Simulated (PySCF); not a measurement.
GaF, SMILES [F][Ga] (connectivity only; charge and spin as stated), neutral, multiplicity 1.

Geometry: B3LYP-D3(BJ)/def2-TZVPD.

Method: PySCF with TDA-CAM-B3LYP/def2-TZVPD.

Vertical excitations; the highest root listed may be one member of a degenerate set.  State labels are in the subgroup C2v.

**Question.** Give excitation energies, oscillator strengths and character. (An estimate is asked for; the answer gives what the named calculation found.)

**Answer.** 
```
state  symmetry  energy (eV)  λ (nm)      f                                             main pairs
-----  --------  -----------  ------  -----  -----------------------------------------------------
S1           B1         5.95     208  0.334                             HOMO→LUMO (degenerate set)
S2           B2         5.95     208  0.334                           HOMO→LUMO+1 (degenerate set)
S3           A1         7.52     165  0.408                     HOMO→LUMO+2 62 %, HOMO→LUMO+3 25 %
S4           A2         7.63     162  0.000                   HOMO−2→LUMO+1 49 %, HOMO−1→LUMO 49 %
S5           A2         7.72     161  0.000            HOMO−1→LUMO, HOMO−2→LUMO+1 (degenerate set)
S6           A1         7.72     161  0.000            HOMO−2→LUMO, HOMO−1→LUMO+1 (degenerate set)
S7           A1         7.97     156  0.019                     HOMO→LUMO+3 71 %, HOMO→LUMO+2 29 %
S8           A1         8.91     139  0.335  HOMO−1→LUMO+1 38 %, HOMO−2→LUMO 38 %, HOMO→LUMO+2 8 %
S9           A2         9.02     137  0.000                           HOMO→LUMO+4 (degenerate set)
S10          A1         9.02     137  0.000                           HOMO→LUMO+5 (degenerate set)
T1           B2         3.98     312      0                           HOMO→LUMO+1 (degenerate set)
T2           B1         3.98     312      0                             HOMO→LUMO (degenerate set)
T3           A1         6.33     196      0                     HOMO→LUMO+2 70 %, HOMO→LUMO+3 22 %
T4           A1         7.30     170      0                   HOMO−1→LUMO+1 48 %, HOMO−2→LUMO 48 %
```
Triplets are in the Tamm–Dancoff approximation.
